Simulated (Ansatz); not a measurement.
A nudged elastic band was laid between two geometries of AlH₉N₂Si₂ (14 atoms, charge 0, multiplicity 1).

These are results of RKS PBE/6-31G (Ansatz), not measurements.

```
movable images  : 7
climbing image  : yes
spring          : 50.0 eV/Å²
optimiser       : quadratic models (default)
start path      : IDPP
force threshold : 0.05 eV/Å
iteration limit : 35
end points      : relaxed
```

First end point:

```xyz
14
Properties=species:S:1:pos:R:3
N -2.112 1.666 0.593
Al -0.689 0.732 1.191
N 0.337 -0.246 0.030
Si -0.016 -0.337 -1.735
Si 1.763 -1.164 0.645
H -2.429 1.714 -0.373
H -2.701 2.219 1.214
H -0.326 0.764 2.756
H -0.262 -1.769 -2.184
H 1.131 0.209 -2.568
H -1.258 0.480 -2.035
H 1.880 -0.934 2.137
H 3.048 -0.709 -0.028
H 1.621 -2.655 0.384
```

Last end point:

```xyz
14
Properties=species:S:1:pos:R:3
N -1.702 2.132 0.365
Al -0.315 1.163 0.989
N 0.301 -0.287 0.052
Si -0.438 -0.820 -1.503
Si 1.701 -1.237 0.680
H -2.213 1.954 -0.498
H -2.069 2.943 0.863
H 0.379 1.582 2.375
H -0.923 -2.258 -1.426
H 0.549 -0.734 -2.657
H -1.623 0.071 -1.820
H 1.317 -2.683 0.946
H 2.171 -0.606 1.973
H 2.852 -1.249 -0.311
```

Q: Which bonds break or form, and what moves?

A: No bond is made or broken. The dihedral Al2–N3–Si5–H12 goes from -1 to 119°. The two ends are copies of one structure, up to a mirror image or an exchange of like atoms.

Q: Give the energies along the band, and the barrier.

A: It converged. The highest image is number 4 of 0 to 8, 0.9 kcal/mol above the ends, which have the same energy within 2 meV. Another band between the same ends (7 images) ends at a top of the same energy, where a vibrational analysis finds 1 clearly imaginary mode. Limits of this set-up: no polarisation functions.

| image | path coordinate (Å) | energy (kcal/mol) | dihedral Al2–N3–Si5–H12 (°) |
| --- | --- | --- | --- |
| 0 | 0.00 | 0.0 | -1 |
| 1 | 0.60 | 0.1 | 15 |
| 2 | 1.20 | 0.4 | 30 |
| 3 | 1.80 | 0.7 | 46 |
| 4 | 2.40 | 0.9 | 60 |
| 5 | 3.00 | 0.8 | 74 |
| 6 | 3.60 | 0.4 | 89 |
| 7 | 4.19 | 0.1 | 104 |
| 8 | 4.79 | 0.0 | 119 |

Q: What is the geometry of the highest image?

A: 
```xyz
14
Properties=species:S:1:pos:R:3:forces:R:3
N -1.794 2.062 0.422 0.00 0.01 0.00
Al -0.405 1.084 1.024 0.01 -0.01 0.00
N 0.305 -0.286 0.037 -0.02 0.02 0.00
Si -0.339 -0.749 -1.578 0.00 0.00 0.00
Si 1.709 -1.209 0.702 0.00 0.00 0.01
H -2.271 1.934 -0.469 0.00 -0.01 -0.01
H -2.197 2.828 0.962 0.00 0.00 0.00
H 0.240 1.415 2.460 0.00 0.00 0.00
H -0.811 -2.193 -1.619 0.00 0.00 0.00
H 0.686 -0.575 -2.686 0.00 0.00 0.00
H -1.525 0.145 -1.890 0.00 0.00 0.00
H 1.375 -1.881 2.022 0.00 0.00 0.00
H 2.918 -0.320 0.936 0.01 0.00 0.00
H 2.098 -2.284 -0.294 0.00 -0.01 -0.01
```

Run time: 3.1 min on 1 thread of Arm Neoverse V1, with other jobs on the host, peak memory 0.14 GiB.
